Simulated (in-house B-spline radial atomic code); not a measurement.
The numbers below are computed, except where a source is named.
## V in an electron gas of r_s = 4: phase shifts, screening and friction

A nucleus sits in a uniform electron gas with a rigid positive background. The Kohn-Sham equations are solved self-consistently in the spin-unpolarised LDA (PW92), non-relativistic, on B-splines with outgoing waves at the boundary and partial waves to l = 8. The model has no lattice, no bands and no magnetic solution. Atomic units; δ_l are the phase shifts at the Fermi level, counted so that each bound state adds π, and good to about 0.0005. A narrow, partly filled d or f resonance in a thin gas would split by spin, so such rows rest on a solution that is probably unstable.

The density parameter is r_s = 4 bohr.

```csv
l,δ_l (rad)
0,9.9489
1,6.4368
2,1.4098
3,-0.0262
4,-0.0004
5,-0.0001
6,-0.0003
7,-0.0003
8,-0.0003
```

Bound levels below the band bottom (hartree): s -194.9, s -21.44, p -18.06, s -2.169, p -1.257.

Task: Check the Friedel sum rule, and say where the screening charge sits.

Result: k_F = (9π/4)^(1/3)/r_s = 0.47979. The rule is Z = (2/π) Σ (2l + 1) δ_l. The terms are s 6.334, p 12.293, d 4.488, f -0.117 and -0.012 beyond, in all 22.986 against Z = 23. Bound states hold 6 s, 12 p, 0 d electrons, so the scattering states carry 4.99 in all.

Task: Find the transport cross section and the electronic stopping of a 2 keV V ion (mass 50.94 u).

Result: σ_tr = (4π/k_F²) Σ (l + 1) sin²(δ_l − δ_(l+1)). The terms for l = 0 to 3 are 0.1311, 1.8085, 2.9458, 0.0027, all together 4.8881, so σ_tr = 54.589 × 4.8881 = 266.837 bohr². With n = 3/(4π r_s³) = 0.00373, the friction coefficient is Q = n k_F σ_tr = 0.4776. For v well below v_F = 0.480, dE/dx = Q v; with 24801 eV per u at v = 1, v = √(2000/(24801 × 50.94)) = 0.0398, so dE/dx = 0.01900 hartree/bohr = 9.77 eV/nm. The largest term couples the d and f waves.
